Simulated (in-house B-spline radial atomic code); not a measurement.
F2+ is squeezed into an impenetrable sphere of radius R (the orbitals vanish at R). Level of theory: non-relativistic PBE, spin-polarised, spherical fractional occupations, point nucleus; calculated with an all-electron radial atomic-structure program (B-spline basis).

Energies in eV above the free ion in [He] 2s2 2p3:

```csv
R (bohr),highest level (eV),[He] 2s2 2p3,[He] 2s1 2p4,-dE/dV in [He] 2s2 2p3 (GPa)
7.08,-51.6,0,18.84,1.99e-06
5.51,-51.6,8.902e-05,18.84,0.000905
5.35,-51.6,0.000158,18.84,0.0017
4.57,-51.6,0.002528,18.84,0.0367
3.89,-51.5,0.02725,18.88,0.536
2.82,-50.6,1.024,20.09,36.7
2.52,-49.3,2.749,22.02,122
2.04,-43.8,13.07,32.9,874
1.85,-39.1,24.17,44.18,1970
1.6,-28.2,54.52,74.25,6000
```

(1) Does [He] 2s1 2p4 fall below [He] 2s2 2p3 under compression?

Answers

(1) No, it stays above over the whole range.
